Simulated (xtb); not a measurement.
carbon tetrabromide (CBr4), singlet, at a GFN2-xTB geometry; GFN2-xTB with ALPB(ch2cl2) in xtb.

Here is a job for xtb.
```
$ xtb mol.xyz --gfn 2 --alpb ch2cl2 --json

# file mol.xyz
5

Br     1.88985705    -0.40657397    -0.16942869
C     -0.00000000     0.00000000     0.00000000
Br    -0.29724605     1.87434458    -0.40502511
Br    -0.58108731    -0.36980271     1.81415315
Br    -1.01152370    -1.09796790    -1.23969935
```

What does xtb print? Leave out banner, timings and long lists.


```
   ID    Z sym.   atoms
    1   35 Br     1, 3-5
    2    6 C      2

           -------------------------------------------------
          |                Calculation Setup                |
           -------------------------------------------------

           -------------------------------------------------
          |                 G F N 2 - x T B                 |
           -------------------------------------------------

      * Solvation model:               ALPB
        Solvent                        ch2cl2
        Parameter file                 internal GFN2-xTB/ALPB
        Dielectric constant                8.9300E+00
        Reference state                gsolv [1 M gas/solution]
        Free energy shift                  4.1487E-03 Eh       2.6033E+00 kcal/mol
        Temperature                        2.9815E+02 K
        Density                            1.3300E+00 kg/L
        Solvent mass                       8.4930E+01 g/mol
        Interaction kernel             P16
        Born radius scaling (c1)           1.5691E+00
        Born radii integrator          GBOBC
        Born offset                        0.0000E+00 a0       0.0000E+00 AA
        H-bond correction              false
        Ion screening                  false
        Surface tension                    1.0000E-05 Eh       1.5569E+01 dyn/cm
        Grid points                               230 per atom

          ...................................................
          :                      SETUP                      :
          :.................................................:
          :  # basis functions                  44          :
          :  # atomic orbitals                  40          :
          :  # shells                           14          :
          :  # electrons                        32          :
          :  max. iterations                   250          :
          :  Hamiltonian                  GFN2-xTB          :
          :  restarted?                      false          :
          :  GBSA solvation                   true          :
          :  PC potential                    false          :
          :  electronic temp.          300.0000000     K    :
          :  accuracy                    1.0000000          :
          :  -> integral cutoff          0.2500000E+02      :
          :  -> integral neglect         0.1000000E-07      :
          :  -> SCF convergence          0.1000000E-05 Eh   :
          :  -> wf. convergence          0.1000000E-03 e    :
          :  Broyden damping             0.4000000          :
          :  net charge                          0          :
          :  unpaired electrons                  0          :
          ...................................................

 iter      E             dE          RMSdq      gap      omega  full diag
   1    -18.2464671 -0.182465E+02  0.110E+01    4.28       0.0  T
   2    -18.3064912 -0.600241E-01  0.145E+01    3.15       1.0  T
   3    -18.3734079 -0.669166E-01  0.121E+01    3.22       1.0  T
   4    -18.4574415 -0.840337E-01  0.167E+00    3.32       1.0  T
   5    -18.4578362 -0.394708E-03  0.128E+00    3.31       1.0  T
   6    -18.4581329 -0.296672E-03  0.168E-01    3.32       1.0  T
   7    -18.4581520 -0.190960E-04  0.219E-02    3.32       2.0  T
   8    -18.4581521 -0.729456E-07  0.131E-03    3.32      34.1  T
   9    -18.4581521 -0.897312E-09  0.572E-04    3.32      78.1  T
  10    -18.4581521 -0.592308E-10  0.395E-05    3.32    1132.6  T

   *** convergence criteria satisfied after 10 iterations ***

         :::::::::::::::::::::::::::::::::::::::::::::::::::::
         ::                     SUMMARY                     ::
         :::::::::::::::::::::::::::::::::::::::::::::::::::::
         :: total energy             -18.438079855397 Eh    ::
         :: total w/o Gsasa/hb       -18.429752417830 Eh    ::
         :: gradient norm              0.001250017526 Eh/a0 ::
[...]
         5        2.0000           -0.6421221             -17.4730
         6        2.0000           -0.5767712             -15.6947
         7        2.0000           -0.5767712             -15.6947
         8        2.0000           -0.5767712             -15.6947
         9        2.0000           -0.4777540             -13.0003
        10        2.0000           -0.4777540             -13.0003
        11        2.0000           -0.4642288             -12.6323
        12        2.0000           -0.4642288             -12.6323
        13        2.0000           -0.4642288             -12.6323
        14        2.0000           -0.4575428             -12.4504
        15        2.0000           -0.4575428             -12.4504
        16        2.0000           -0.4575428             -12.4504 (HOMO)
        17                         -0.3355362              -9.1304 (LUMO)
        18                         -0.2623980              -7.1402
        19                         -0.2623980              -7.1402
        20                         -0.2623980              -7.1402
        21                         -0.0363862              -0.9901
        22                         -0.0363862              -0.9901
        23                         -0.0227603              -0.6193
        24                         -0.0227603              -0.6193
        25                         -0.0227603              -0.6193
        26                         -0.0158346              -0.4309
        27                         -0.0158346              -0.4309
       ...                                ...                  ...
        40                          0.5464579              14.8699
      -------------------------------------------------------------
                  HL-Gap            0.1220066 Eh            3.3200 eV
             Fermi-level           -0.3965395 Eh          -10.7904 eV

     #   Z          covCN         q      C6AA      α(0)
     1  35 Br       1.876    -0.058   186.627    22.027
     2   6 C        3.660     0.232    17.244     5.959
     3  35 Br       1.876    -0.058   186.627    22.027
     4  35 Br       1.876    -0.058   186.627    22.027
     5  35 Br       1.876    -0.058   186.627    22.027

 Mol. C6AA /au·bohr⁶  :       3453.990486
 Mol. C8AA /au·bohr⁸  :     208576.434472
 Mol. α(0) /au        :         94.066074

Wiberg/Mayer (AO) data.
largest (>0.10) Wiberg bond orders for each atom

 ---------------------------------------------------------------------------
     #   Z sym  total        # sym  WBO       # sym  WBO       # sym  WBO
 ---------------------------------------------------------------------------
     1  35 Br   1.149 --     2 C    0.987
     2   6 C    3.948 --     1 Br   0.987     4 Br   0.987     3 Br   0.987
                             5 Br   0.987
     3  35 Br   1.149 --     2 C    0.987
     4  35 Br   1.149 --     2 C    0.987
     5  35 Br   1.149 --     2 C    0.987
 ---------------------------------------------------------------------------

Topologies differ in total number of bonds
Writing topology from bond orders to xtbtopo.mol

molecular dipole:
                 x           y           z       tot (Debye)
 q only:        0.000       0.000       0.000
   full:       -0.000      -0.000      -0.000       0.000
molecular quadrupole (traceless):
                xx          xy          yy          xz          yz          zz
 q only:        0.000      -0.000      -0.000      -0.000      -0.000      -0.000
  q+dip:       -0.000       0.000       0.000       0.000       0.000       0.000
   full:       -0.000       0.000       0.000       0.000       0.000       0.000

           -------------------------------------------------
          | TOTAL ENERGY              -18.438079855397 Eh   |
          | GRADIENT NORM               0.001250017526 Eh/α |
          | HOMO-LUMO GAP               3.319968249327 eV   |
           -------------------------------------------------

normal termination of xtb
```
